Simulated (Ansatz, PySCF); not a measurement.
Gas-phase reaction in SMILES: [S]S → [S-]S (an electron is taken up)
Each molecule is optimised on its own at B3LYP-D3(BJ)/def2-TZVP (Ansatz, an electronic-structure program).
Geometry of the first species:
SMILES: S[S]
```xyz
3

S     -0.9203     0.0126     0.4581
S      0.8239     0.0408    -0.4735
H      1.5432    -0.8556     0.2469
```
Charge 0, spin multiplicity 2.

Property: adiabatic electron affinity (0 K, with B3LYP-D3(BJ) harmonic zero-point energies from PySCF), positive where the reaction releases energy, in eV. Valence correlation only, unless marked. UHF or UKS for open shells. Spin-orbit coupling is left out. No relativistic terms. Anions need diffuse functions: def2-D sets add few; the other sets have none. CBS marks a two-point X^-3 extrapolation of the correlation energy; Hartree-Fock from the larger set.

```tsv
level	program	adiabatic electron affinity (eV)
BLYP-D3(BJ)/def2-TZVPD	Ansatz + dftd3	1.68
PBE0/def2-SVP	Ansatz	1.15
PBE0-D3(BJ)/def2-TZVP	Ansatz + dftd3	?
PBE0-D3(BJ)/def2-TZVPD	Ansatz + dftd3	1.74
r2SCAN0/def2-TZVPD	Ansatz	?
PW6B95-D3(BJ)/def2-TZVPD	PySCF + dftd3	?
LC-wPBE/def2-TZVPD	Ansatz	1.82
SCS-MP2/6-31G*	Ansatz	1.23
SCS-MP2/def2-QZVPPD	Ansatz	1.96
CCSD(T)/CBS(def2-TZVPPD,def2-QZVPPD)	Ansatz	1.94
```

Question: Some entries are withheld; supply them.

Answer: 
- PBE0-D3(BJ)/def2-TZVP, adiabatic electron affinity (eV): 1.53
- r2SCAN0/def2-TZVPD, adiabatic electron affinity (eV): 1.72
- PW6B95-D3(BJ)/def2-TZVPD, adiabatic electron affinity (eV): 1.78
